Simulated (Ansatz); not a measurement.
`CC(C)[Si]Cl` + `C=C(N)N` → `C=C(N)NC` + `CC[Si]Cl`  (substitution at a C–C bond)

Program: Ansatz. Geometries: PBE0-D4/def2-TZVP. ΔE: electronic, gas phase. CCSD(T)/CBS is the MP2 limit (def2-TZVPP, def2-QZVPP) plus CCSD(T) − MP2 in def2-TZVPP, frozen cores. Functionals use def2-TZVPP. B3LYP here is the variant with VWN-RPA as its local correlation; programs differ in this. Each species was taken in one conformer, which may not be the lowest.

`CC(C)[Si]Cl`:

Z-matrix (Å, degrees):
```
C
C 1 1.521
H 1 1.093 2 112.1
H 1 1.092 2 110.9 3 -120.3
H 1 1.095 2 110.8 3 120.0
C 2 1.534 1 112.0 3 -178.4
Si 2 1.903 1 118.1 3 59.2
H 2 1.100 1 109.2 3 -59.0
H 6 1.094 2 110.6 1 63.5
H 6 1.093 2 110.7 1 -56.1
H 6 1.097 2 112.9 1 -176.9
Cl 7 2.094 2 100.0 1 48.4
```

`C=C(N)N`:

Cartesian coordinates in Å:
```
C 0.317 -1.194 0.526
C 0.001 -0.003 0.001
N -1.071 0.779 0.419
N 0.702 0.612 -1.031
H -0.347 -1.691 1.219
H 1.245 -1.687 0.269
H -1.613 1.152 -0.349
H -1.656 0.326 1.102
H 0.884 1.590 -0.859
H 1.538 0.117 -1.298
```

`C=C(N)NC`:

Z-matrix (Å, degrees):
```
C
N 1 1.452
H 1 1.089 2 110.3
H 1 1.091 2 108.8 3 -118.2
H 1 1.099 2 113.1 3 120.8
C 2 1.392 1 118.8 3 -58.3
H 2 1.009 1 112.2 3 170.8
N 6 1.390 2 112.8 1 51.9
C 6 1.341 2 123.3 1 -128.1
H 8 1.007 6 113.3 2 174.5
H 8 1.011 6 113.4 2 45.6
H 9 1.082 6 121.2 2 -169.6
H 9 1.082 6 120.9 2 10.0
```

`CC[Si]Cl`:

Z-matrix (Å, degrees):
```
C
C 1 1.519
H 1 1.093 2 111.6
H 1 1.092 2 111.2 3 -120.5
H 1 1.092 2 111.2 3 120.5
Si 2 1.893 1 123.2 3 180.0
H 2 1.103 1 111.3 3 -57.1
H 2 1.103 1 111.3 3 57.0
Cl 6 2.091 2 101.5 1 -0.1
```

```tsv
level	ΔE (kJ/mol)	difference from CCSD(T)/CBS
PBE-D4	29.7	-3.6
r2SCAN-D4	30.4	-2.9
PBE0-D4	30.8	-2.5
ωB97X-V	29.2	-4.1
B2PLYP	28.4	-4.9
PBE	27.4	-5.9
PBE0	28.8	-4.5
B3LYP	24.4	-8.9
HF/def2-TZVPP	23.9	-9.4
MP2/def2-TZVPP	35.8	2.5
SCS-MP2/def2-TZVPP	32.2	-1.1
CCSD/def2-TZVPP	31.5	-1.8
HF/def2-QZVPP	23.8	-9.5
MP2/def2-QZVPP	36.3	3.0
SCS-MP2/def2-QZVPP	32.7	-0.6
HF/CBS(def2)	23.7	-9.6
CCSD(T)/CBS	33.3	0
```

Largest T1 diagnostic among the species: 0.012.

The D4 term adds +4.0 kJ/mol with B3LYP and +2.0 kJ/mol with PBE0; it sums over pairs of atoms, weighted by their polarisabilities, and B3LYP, whose exchange is more repulsive, gets the larger term. In def2-TZVPP, CCSD(T) changes the Hartree–Fock value by +8.5 kJ/mol (the triples alone add +0.9 kJ/mol) and MP2 by +11.9 kJ/mol.
